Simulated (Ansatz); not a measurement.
`[AlH2][GeH]1[CH]=C[CH2]1`. Total charge 0; spin multiplicity 1. The structure was optimised at the PBE0-D4/def2-TZVP level.

```xyz
12

Al    0.669    1.591    1.965
Ge   -0.630   -0.049    0.636
C    -0.860    0.402   -1.260
C    -0.084   -0.615   -1.655
C     0.362   -1.411   -0.454
H    -0.042    2.849    2.627
H     2.244    1.431    2.107
H    -1.902   -0.597    1.329
H    -1.341    1.146   -1.884
H     0.195   -0.854   -2.683
H    -0.054   -2.420   -0.412
H     1.444   -1.473   -0.317
```

(1) What is the dipole moment at B3LYP/def2-TZVPP? (Estimate.)

(2) And with PBE, r2SCAN, ωB97M-V? (Best estimate.)

(3) Give the Mulliken charges with B3LYP, r2SCAN, PBE in def2-TZVPP. (Best estimate.)

## Answers

(1) The calculation gave: 0.34 D, with components (0.27, -0.19, 0.03) D in this frame, pointing from negative to positive charge.

(2) The calculation gave: PBE 0.39 D, r2SCAN 0.38 D, ωB97M-V 0.33 D.

(3) Ansatz gave: 
```json
{"atom": "Al1", "B3LYP": "0.37", "r2SCAN": "0.46", "PBE": "0.31"}
{"atom": "Ge2", "B3LYP": "0.15", "r2SCAN": "0.05", "PBE": "0.10"}
{"atom": "C3", "B3LYP": "-0.25", "r2SCAN": "-0.23", "PBE": "-0.20"}
{"atom": "C4", "B3LYP": "-0.11", "r2SCAN": "-0.05", "PBE": "-0.11"}
{"atom": "C5", "B3LYP": "-0.25", "r2SCAN": "-0.15", "PBE": "-0.20"}
{"atom": "H6", "B3LYP": "-0.13", "r2SCAN": "-0.16", "PBE": "-0.11"}
{"atom": "H7", "B3LYP": "-0.14", "r2SCAN": "-0.16", "PBE": "-0.11"}
{"atom": "H8", "B3LYP": "-0.03", "r2SCAN": "-0.03", "PBE": "-0.03"}
{"atom": "H9", "B3LYP": "0.11", "r2SCAN": "0.07", "PBE": "0.09"}
{"atom": "H10", "B3LYP": "0.10", "r2SCAN": "0.07", "PBE": "0.08"}
{"atom": "H11", "B3LYP": "0.10", "r2SCAN": "0.07", "PBE": "0.09"}
{"atom": "H12", "B3LYP": "0.09", "r2SCAN": "0.06", "PBE": "0.09"}
```

B3LYP here is the variant with VWN-RPA as its local correlation; programs differ in this.
